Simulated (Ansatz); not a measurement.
The same molecule with X = Ti, Zr, Hf. Ansatz, PBE0-D4/def2-TZVP geometries, multiplicity 1. Each molecule was computed in one conformer, which needn't be the lowest.

Elements past krypton have def2 core potentials. Scalar relativity is left out up to krypton.

```
 X                                                                                       molecule  mean X–C bond length / Å  mean X–F bond length / Å  mean X–O bond length / Å  HOMO–LUMO gap (PBE/def2-TZVPP) / eV  HOMO energy (PBE/def2-TZVPP) / eV  size of the dipole moment (PBE/def2-TZVPP) / D
Ti  `[OH][Ti]12345678([F])([C@H]9[C@@H]1[C@@H]2[C@@H]3[C@H]94)[C@H]1[C@@H]5[C@@H]6[C@@H]7[C@H]18`                     2.404                     1.830                     1.866                                 3.25                              -5.56                                            2.30
Zr  `[OH][Zr]12345678([F])([C@H]9[C@@H]1[C@@H]2[C@@H]3[C@H]94)[C@H]1[C@@H]5[C@@H]6[C@@H]7[C@H]18`                     2.542                     1.949                     1.980                                 4.33                              -5.77                                            2.46
```

(1) Give the row for X = Hf, `[OH][Hf]12345678([F])([C@H]9[C@@H]1[C@@H]2[C@@H]3[C@H]94)[C@H]1[C@@H]5[C@@H]6[C@@H]7[C@H]18`. (An estimate is asked.)

## Answers

(1) The calculation gave: 
| X | molecule | mean X–C bond length / Å | mean X–F bond length / Å | mean X–O bond length / Å | HOMO–LUMO gap (PBE/def2-TZVPP) / eV | HOMO energy (PBE/def2-TZVPP) / eV | size of the dipole moment (PBE/def2-TZVPP) / D |
| --- | --- | --- | --- | --- | --- | --- | --- |
| Hf | `[OH][Hf]12345678([F])([C@H]9[C@@H]1[C@@H]2[C@@H]3[C@H]94)[C@H]1[C@@H]5[C@@H]6[C@@H]7[C@H]18` | 2.540 | 1.947 | 1.980 | 4.53 | -5.75 | 2.27 |

From Ti to Hf the mean X–C bond length isn't monotonic: highest at Zr, lowest at Ti; the mean X–F bond length isn't monotonic: highest at Zr, lowest at Ti; the mean X–O bond length isn't monotonic: highest at Zr, lowest at Ti; the HOMO–LUMO gap (PBE/def2-TZVPP) rises at each step, by 1.28 eV in all; the HOMO energy (PBE/def2-TZVPP) isn't monotonic: highest at Ti, lowest at Zr. Dipoles are sizes alone, and their direction can turn along the series.

Positive LUMOs are unbound, so they and the gaps depend on the basis.
